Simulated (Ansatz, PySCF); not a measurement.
Al(F)(Br)(Me) (CH₃AlBrF), SMILES [Br][Al]([CH3])[F]. Atoms are numbered in the order given.

```xyz
7

Al     0.3084     0.3921    -0.8044
F      1.9150     0.1632    -1.1783
Br    -0.3816    -0.4819     1.1573
C     -0.8471     1.3584    -2.0183
H     -1.8783     1.4313    -1.6412
H     -0.8696     0.8607    -3.0025
H     -0.4621     2.3792    -2.1816
```

Coordinates come from a B3LYP-D3(BJ)/def2-SVP optimisation. The structure was generated by enumeration; whether it is a known compound was not checked.

Two levels are set side by side: PBE-D3(BJ)/def2-SVP (Ansatz, a quantum-chemistry and plane-wave program) and B3LYP-D3(BJ)/def2-SVP (Ansatz). Each level has its own optimised geometry; the coordinates shown are those of the second. Frequencies come from the Hessian of PySCF at each geometry. Differences are taken from unrounded values.

| quantity | B3LYP-D3(BJ) | PBE-D3(BJ) | PBE-D3(BJ) minus B3LYP-D3(BJ) |
|---|---|---|---|
| mean bond length (Å) | 1.527 | 1.535 | 0.008 |
| bond Al1–F2 (Å) | 1.665 | 1.678 | 0.013 |
| bond Al1–Br3 (Å) | 2.256 | 2.263 | 0.007 |
| bond Al1–C4 (Å) | 1.935 | 1.942 | 0.007 |
| bond C4–H5 (Å) | 1.100 | 1.107 | 0.007 |
| bond C4–H6 (Å) | 1.103 | 1.110 | 0.007 |
| bond C4–H7 (Å) | 1.103 | 1.110 | 0.007 |
| highest harmonic wavenumber (cm⁻¹) | 3137 | 3094 | -43 |
| mean harmonic wavenumber (cm⁻¹) | 1147 | 1120 | -27 |
| zero-point energy (kcal/mol) | 24.59 | 24.01 | -0.58 |

GGA bonds tend to be longer and softer than those of functionals with exact exchange. Differences between two approximate levels are no errors against the true value.
